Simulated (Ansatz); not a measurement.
```xyz
15

C     0.8509    0.6778   -2.3192
Si    0.4259    1.1136   -0.5751
O     1.7419    0.8644    0.3683
O    -0.8192    0.1697   -0.0386
Si   -1.1837   -0.7430    1.2426
O    -1.0614   -2.3500    0.9677
O    -0.0632   -0.3975    2.3947
H    -0.0044    0.8426   -2.9790
H     1.1510   -0.3701   -2.3925
H     1.6788    1.2960   -2.6750
H    -0.0462    2.5190   -0.4726
H     1.5463    0.6270    1.2810
H    -2.5559   -0.4087    1.6753
H    -1.7455   -2.7790    0.4530
H     0.0847   -1.0618    3.0696
```

The species carries charge 0 and has multiplicity 1.

(1) List the B3LYP/def2-TZVPP orbital energies in eV (the Gaussian-basis code of Ansatz). (Estimate.)

Answers

(1) Ansatz gave: Occupied: -1800.27, -1799.49, -520.96, -520.84, -520.44, -520.13, -276.18, -144.58, -143.86, -99.94, -99.92, -99.88, -99.23, -99.17, -99.14, -28.30, -27.55, -27.33, -26.78, -19.06, -16.29, -14.94, -14.67, -13.98, -12.20, -11.57, -11.13, -11.03, -10.77, -10.63, -10.32, -9.81, -9.64, -9.36, -9.19, -8.78, -7.95. Lowest empty: 0.25, 0.58, 1.25, 1.32, 1.47, 2.24, 2.60, 2.65.

B3LYP here is the variant with VWN-RPA as its local correlation; programs differ in this.
